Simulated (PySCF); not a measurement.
Cartesian coordinates in Å; atom numbers follow the order of the lines, from 1:
```xyz
18

C     3.1419   -1.3572    0.3548
C     2.0832   -0.8028    0.2334
C     0.8686   -0.0869    0.0841
C    -0.2842   -0.6245    0.4930
C    -1.6356    0.0058    0.4289
C    -2.4865   -0.6491   -0.6620
C     1.0242    1.3014   -0.5022
O     1.2661    2.2818    0.4870
H     4.0515   -1.8687    0.4632
H    -0.2634   -1.6307    0.8948
H    -2.1298   -0.1374    1.3934
H    -1.5596    1.0776    0.2485
H    -2.0352   -0.4945   -1.6396
H    -3.4864   -0.2219   -0.6693
H    -2.5696   -1.7201   -0.4899
H     1.8437    1.2905   -1.2372
H     0.1102    1.6154   -1.0091
H     2.0523    2.0276    0.9834
```

All values are calculated (PySCF 2.14): geometry from GFN2-xTB, σ from GIAO-PBE0/pcSseg-1. A single conformation, relativity neglected, no solvent, averaged over atoms made equivalent by symmetry, fast rotation or ring inversion.

δ = σ(ref) − σ, references computed at the same level: 13C, 1H against TMS; 17O vs H2O.

| atoms | nucleus | count | δ (ppm) |
| --- | --- | --- | --- |
| H13/H14/H15 | 1H | 3 | ? |
| H10 | 1H | 1 | 6.73 |
| H16/H17 | 1H | 2 | 4.46 |
| C2 | 13C | 1 | ? |
| C1 | 13C | 1 | 84.9 |
| C6 | 13C | 1 | 16.4 |
| H9 | 1H | 1 | 2.59 |
| H18 | 1H | 1 | 0.81 |
| C4 | 13C | 1 | 157.5 |
| H11/H12 | 1H | 2 | ? |
| C5 | 13C | 1 | 27.0 |
| O8 | 17O | 1 | ? |
| C3 | 13C | 1 | 127.3 |
| C7 | 13C | 1 | 66.1 |

Estimate the values marked ?.

Answers


- C2: 91.0 ppm, alkyne carbon; the triple bond shields along its axis, which puts it between sp3 and sp2 carbons
- H11/H12: 2.43 ppm, hydrogen on an allylic sp3 CH2; allylic position
- H13/H14/H15: 1.03 ppm, hydrogen on a methyl carbon
- O8: 47.6 ppm, alcohol oxygen

OH/NH shifts are gas-phase values; hydrogen bonding in solution moves them, usually downfield. Shifts are as computed. Against solution values, carbons near 30 ppm lie about +3 ppm off and those near 130 ppm about +5 ppm. Of 1211 compounds with measured shifts, 218 miss one by over three times the rms of a fit or turn the order of signals round; such compounds aren't used in these exercises. Experimental scales use liquid or dissolved standards, which lie at an offset from isolated H2O (liquid H2O: subtract about 36 ppm).
